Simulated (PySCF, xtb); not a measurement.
PbClI, SMILES [Cl][Pb][I] (connectivity only; charge and spin as stated), neutral, multiplicity 1.

GFN2-xTB (xtb) at its own geometry gives an orbital gap of 2.88 eV and a dipole moment of 7.66 D.

Geometry optimised at PBE-D3(BJ)/def2-SVP. The def2 effective core potentials stand for the cores of I, Pb; spin–orbit coupling is left out.

Question: What does HF/def2-TZVPD run with PySCF give? (The exact figures need the calculation; the answer reports its results.)

Answer: gap 8.96 eV (levels -9.74 and -0.79 eV), dipole 4.87 D.
